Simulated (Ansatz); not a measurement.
Geometry optimisation, Ansatz, RKS PBE0/def2-SVP.

The input (input.yaml):

```yaml
crystal:
  periodic: [false, false, false]
  atoms:
    - { symbol: C, position_ang: [-0.8638, 0.3986, -0.5118] }
    - { symbol: Ga, position_ang: [1.1421, 1.6629, 0.2369] }
    - { symbol: Sn, position_ang: [0.2683, -0.8898, 0.6209] }
    - { symbol: H, position_ang: [-1.8935, 0.1134, -0.4979] }
    - { symbol: H, position_ang: [-0.5529, 0.4422, -1.5915] }
    - { symbol: H, position_ang: [-0.0093, 1.2933, 1.1863] }
    - { symbol: H, position_ang: [2.0182, -0.552, 0.3318] }
    - { symbol: H, position_ang: [-0.017, -2.5257, 0.1695] }
basis:
  gaussian: { orbitals: def2-SVP }
hamiltonian:
  xc: pbe0
relax:
  f_tol: 0.015
  max_steps: 40
```

Run as:

```bash
$ ansatz run input.yaml --threads 2 --pin off --max-ram 3072MiB --backend cpu --events-out ev --progress --plain --runs-dir out
```

Question: Where does it end, and by what steps?

Answer: The forces met the threshold. The force dipped under the threshold on the way, but the program's further checks kept it going. After 22 steps the energy has fallen by 4.188 eV; H6 moved furthest, 1.86 Å. Parted: Ga2–Sn3 (2.73 → 3.57 Å), Ga2–H6 (1.54 → 4.04 Å). Joined: Sn3–H6 (2.27 → 1.72 Å).

```json
{"step": "0", "energy less start (eV)": "0.0000", "largest force component (eV/Å)": "2.485", "accepted": "yes"}
{"step": "1", "energy less start (eV)": "-1.0028", "largest force component (eV/Å)": "1.487", "accepted": "yes"}
{"step": "2", "energy less start (eV)": "-1.7105", "largest force component (eV/Å)": "1.509", "accepted": "yes"}
{"step": "3", "energy less start (eV)": "-2.3192", "largest force component (eV/Å)": "1.389", "accepted": "yes"}
{"step": "4", "energy less start (eV)": "-2.8371", "largest force component (eV/Å)": "1.189", "accepted": "yes"}
{"step": "5", "energy less start (eV)": "-3.2840", "largest force component (eV/Å)": "0.716", "accepted": "yes"}
{"step": "6", "energy less start (eV)": "-3.6210", "largest force component (eV/Å)": "0.525", "accepted": "yes"}
{"step": "7", "energy less start (eV)": "-3.8644", "largest force component (eV/Å)": "0.337", "accepted": "yes"}
{"step": "8", "energy less start (eV)": "-3.9946", "largest force component (eV/Å)": "0.770", "accepted": "yes"}
{"step": "9", "energy less start (eV)": "-4.1057", "largest force component (eV/Å)": "0.175", "accepted": "yes"}
{"step": "10", "energy less start (eV)": "-4.1601", "largest force component (eV/Å)": "0.161", "accepted": "yes"}
{"step": "11", "energy less start (eV)": "-4.1796", "largest force component (eV/Å)": "0.155", "accepted": "yes"}
{"step": "12", "energy less start (eV)": "-4.1861", "largest force component (eV/Å)": "0.050", "accepted": "yes"}
{"step": "13", "energy less start (eV)": "-4.1866", "largest force component (eV/Å)": "0.044", "accepted": "yes"}
{"step": "14", "energy less start (eV)": "-4.1869", "largest force component (eV/Å)": "0.006", "accepted": "yes"}
{"step": "15", "energy less start (eV)": "-4.1872", "largest force component (eV/Å)": "0.063", "accepted": "yes"}
{"step": "16", "energy less start (eV)": "-4.1874", "largest force component (eV/Å)": "0.052", "accepted": "yes"}
{"step": "17", "energy less start (eV)": "-4.1876", "largest force component (eV/Å)": "0.049", "accepted": "yes"}
{"step": "18", "energy less start (eV)": "-4.1877", "largest force component (eV/Å)": "0.028", "accepted": "yes"}
{"step": "19", "energy less start (eV)": "-4.1878", "largest force component (eV/Å)": "0.023", "accepted": "yes"}
{"step": "20", "energy less start (eV)": "-4.1878", "largest force component (eV/Å)": "0.010", "accepted": "yes"}
{"step": "21", "energy less start (eV)": "-4.1878", "largest force component (eV/Å)": "0.009", "accepted": "yes"}
{"step": "22", "energy less start (eV)": "-4.1879", "largest force component (eV/Å)": "0.006", "accepted": "yes"}
```

```xyz
8
Properties=species:S:1:pos:R:3
C -0.576 0.632 -0.703
Ga 0.048 2.568 -0.693
Sn 0.465 -0.737 0.596
H -1.645 0.589 -0.419
H -0.493 0.223 -1.729
H 0.343 -0.208 2.227
H 2.130 -0.797 0.173
H -0.179 -2.328 0.492
```

Time of the run: 27 s on 2 threads of AMD EPYC 9R45 96-Core Processor (Zen 5), on a shared host, peak memory 0.25 GiB.
